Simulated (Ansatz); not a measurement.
Sn2SeF6, relaxed as a singlet with RKS r2SCAN-D4/def2-SVP in Ansatz, starting from the GFN2-xTB geometry. Force threshold 0.02 eV/Å.

In the def2 sets Sn takes a core potential; there is no spin–orbit coupling.

Start:

Cartesian coordinates in Å:
```
Sn 0.401 1.727 0.954
F 1.045 3.323 -0.045
F 0.402 2.279 2.865
F -1.506 1.455 0.424
Se 1.623 -0.485 0.534
Sn -0.187 -1.705 -0.851
F -1.929 -2.211 -0.038
F 0.716 -3.445 -1.195
F -0.564 -0.938 -2.649
```

(1) Estimate the energy that the relaxation releases and the steps that it takes.

(2) Does the start keep its bonding?

(3) Predict the relaxed structure.

Answers

(1) 16.8 kcal/mol, in 13 steps; 46 s on 4 threads of AMD EPYC 7R43 on a shared host. No frequencies were taken in this run, so the end may be a saddle point.

(2) Bonds formed: F4–Sn6 (atoms count from 1).

(3) 
Cartesian coordinates in Å:
```
Sn 0.5654 1.5256 0.8890
F 0.9392 3.1867 0.0179
F -0.0921 2.0628 2.6025
F -1.0044 0.7511 -0.0808
Se 1.8627 -0.5423 0.5112
Sn -0.2750 -1.3627 -0.7024
F -1.7783 -1.8719 0.3699
F 0.4441 -3.0915 -1.1662
F -0.6617 -0.6577 -2.4411
```
Bond lengths (bridged metal pairs left out): 7 × F–Sn 1.91 to 2.32 Å; 2 × Se–Sn 2.47 to 2.59 Å.
